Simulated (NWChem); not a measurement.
System: tetraarsenic (As$_{4}$); SMILES [As]12[As]3[As]1[As]23

```xyz
4

As    -0.6508    -1.0382     0.8789
As     0.6586     1.0472     0.8623
As    -1.0466     0.6502    -0.8693
As     1.0388    -0.6592    -0.8719
```
Atoms are numbered in this order, from 1.

Level: PBE-D3(BJ)/def2-SVP (NWChem), optimised geometry, unscaled harmonic frequencies. 

```csv
frequency (cm⁻¹),IR intensity (km/mol)
206,0.0
206,0.0
261,0.2
261,0.2
261,0.2
349,0.0
```

```
Quantity                                                                            Value
-----------------------------------------------------------------------  ----------------
zero-point energy                                                            2.2 kcal/mol
thermal correction to the enthalpy at 298.15 K (with zero-point energy)      6.4 kcal/mol
heat capacity Cv                                                         16.4 cal/(mol K)
entropy at 298.15 K and 1 atm (symmetry number 12)                       78.1 cal/(mol K)
dipole moment                                                                      0.00 D
```

Rigid rotor and harmonic oscillator.
